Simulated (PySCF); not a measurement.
**Ti⁻ (titanium, charge -1) across methods**

[Ar] 3d3 4s2, high-spin 4F determinant. Computed with PySCF 2.14 in aug-cc-pVQZ-DK (9s8p6d4f3g2h, 140 functions), with scalar relativity by spin-free X2C-1e.

```tsv
method	E (hartree)	mean ε 4s α (eV)	mean ε 4s β (eV)	mean ε 3d α (eV)	Σ⟨r²⟩ (bohr²)	⟨S²⟩
PBEsol	-852.540	0.213	0.883	1.826	91.78	3.785
PBE	-853.518	0.233	0.867	1.800	92.75	3.778
LDA	-851.653	0.115	0.774	1.781	91.41	3.782
PBE0	-853.533	-0.097	0.590	0.886	88.68	3.795
UHF	-852.71449	-1.896	0.173	-3.649	126.8	4.188
r2SCAN	-853.701	0.005	0.857	1.546	94.34	3.910
M06-L	-853.679	0.417	0.827	1.999	84.76	3.760
```

Task: Estimate the same row for r2SCANh.

Result: E (hartree) = -853.692; mean ε 4s α (eV) = -0.154; mean ε 4s β (eV) = 0.740; mean ε 3d α (eV) = 1.138; Σ⟨r²⟩ (bohr²) = 94.05; ⟨S²⟩ = 3.915.

At PBEsol the highest occupied level has a positive energy, so only the finite basis holds that electron; in a semilocal or global hybrid functional this comes from self-interaction and does not mean that the real anion is unbound.

The highest occupied level is positive at PBEsol, PBE, LDA, PBE0, UHF, r2SCAN, M06-L, r2SCANh: only the finite basis holds that electron, at UHF too, so the state is unbound at these levels.
